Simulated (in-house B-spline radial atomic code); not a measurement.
Radial electron density of Lu⁶⁺, [Kr] 4d10 (4f5/2)6 (4f7/2)7 5s2 (5p1/2)2 (5p3/2)2. Computed with an all-electron radial atomic-structure program (B-spline basis): Dirac-Hartree-Fock, average of the jj configuration, Fermi nucleus of rms radius 5.37 fm.

Columns: r (bohr), 4πr²n(r) (electrons per bohr), bar.

```
0.000643    3.209 #
 0.00079    4.477 ##
0.000971    6.217 ##
 0.00119    8.541 ###
 0.00147    11.79 ####
  0.0018    15.91 #####
 0.00221    21.33 #######
 0.00272    28.31 ##########
 0.00335    36.97 #############
 0.00411     47.1 ################
 0.00505    58.65 ####################
 0.00621    70.94 ########################
 0.00763     82.7 ############################
 0.00938    92.43 ################################
  0.0115    98.31 ##################################
  0.0142    99.32 ##################################
  0.0174    95.78 #################################
  0.0214    90.34 ###############################
  0.0263    87.84 ##############################
  0.0323    92.91 ################################
  0.0397    106.3 ####################################
  0.0488    121.8 ##########################################
    0.06    128.5 ############################################
  0.0738    120.2 #########################################
  0.0907    104.6 ####################################
   0.111     98.6 ##################################
   0.137    108.7 #####################################
   0.168    116.6 ########################################
   0.207      101 ###################################
   0.254    71.17 ########################
   0.312    56.54 ###################
   0.384     63.6 ######################
   0.472    67.52 #######################
    0.58    53.88 ##################
   0.713     33.9 ############
   0.876    20.33 #######
    1.08       13 ####
    1.32    7.909 ###
    1.63    3.556 #
       2    1.099 
    2.46   0.2034 
    3.02  0.02091 
    3.71 0.001024 
    4.56 2.018e-05
```

On this grid the curve has 4 maxima, near 0.0142, 0.06, 0.168, 0.472 bohr.

The 4f7/2 radial function P(r) = rR(r), positive near the nucleus, with its small component Q(r) (sign convention: Q ≈ (P' + κP/r)/2c):

```csv
r (bohr),P,Q
0.0263,0.001971,-0.0001175
0.0397,0.008168,-0.0004699
0.06,0.0309,-0.001692
0.0907,0.1025,-0.005258
0.137,0.2843,-0.0134
0.207,0.6275,-0.02646
0.312,1.042,-0.03829
0.472,1.243,-0.03845
0.713,1.04,-0.02586
1.08,0.6042,-0.01181
1.63,0.228,-0.00359
2.46,0.0447,-0.0006001
3.71,0.003015,-3.656e-05
```
